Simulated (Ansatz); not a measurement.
```yaml
crystal:
  periodic: [false, false, false]
  atoms:
    - {symbol: F, position_ang: [0.564328, -0.347703, 0.960960]}
    - {symbol: Si, position_ang: [0.016534, -0.064616, 0.037664]}
    - {symbol: Cl, position_ang: [-1.367242, -0.104044, 0.283022]}
    - {symbol: Cl, position_ang: [0.290395, -1.005177, -0.824390]}
    - {symbol: I, position_ang: [0.482516, 1.274820, -0.344875]}
basis:
  gaussian: {orbitals: def2-SVP, point_charges: [{charge: 1.00, position_ang: [5.695, 0.236, 0.659]}]}
hamiltonian: {xc: {name: wB97X-V}, pseudopotentials: {relativity: none}}
accuracy: high
output: {forces: true}
```

```sh
$ ansatz run in.yaml --threads 4 --pin off --events-out ev --progress --plain --max-ram 10444MiB
```

Output, abridged:

```
Functional definition: wB97X-V
1989 factors; integrals over basis functions are off by at most 3.9e-9 eV
314 factors; integrals over basis functions are off by at most 1.4e-9 eV
mean field evaluation 1: about -43642.8458 eV, gradient 4.6e1 eV
mean field evaluation 2: about -43643.8342 eV, gradient 4.1e1 eV
mean field evaluation 4: about -43646.1227 eV, gradient 6.5e-1 eV
mean field evaluation 8: about -43646.4980 eV, gradient 1.2e-1 eV
mean field evaluation 16: about -43646.4981 eV, gradient 2.8e-5 eV
mean field -43646.49809333 eV, -1603.9792202711 hartree, gradient 4.9e-8 eV, S^2 0.000000; 0 other end points of the search recorded, 0 dependent functions left out
reference -43646.49809322 eV, -1603.9792202668 hartree; 41, 41 occupied and 53, 53 virtual orbitals, 1989 factors
Total energy: -43646.49809322 eV, -1603.9792202668 hartree
Atom 0 at     0.564328    -0.347703     0.960960 Å, force    43.904024   -24.190627    78.950984 eV/Å
Atom 1 at     0.016534    -0.064616     0.037664 Å, force   -31.266196    -1.105081    10.004228 eV/Å
Atom 2 at    -1.367242    -0.104044     0.283022 Å, force   -72.618688    -2.249249    14.629803 eV/Å
Atom 3 at     0.290395    -1.005177    -0.824390 Å, force    23.061888   -79.726495   -73.027744 eV/Å
Atom 4 at     0.482516     1.274820    -0.344875 Å, force    36.943737   107.231892   -30.542789 eV/Å
Dipole moment:    -0.279390    -0.375823     0.052373 e Å
```

In this input the geometry is squeezed to about two thirds of its size. The calculation finished and met its thresholds. The result belongs to that input, not to the molecule as meant.
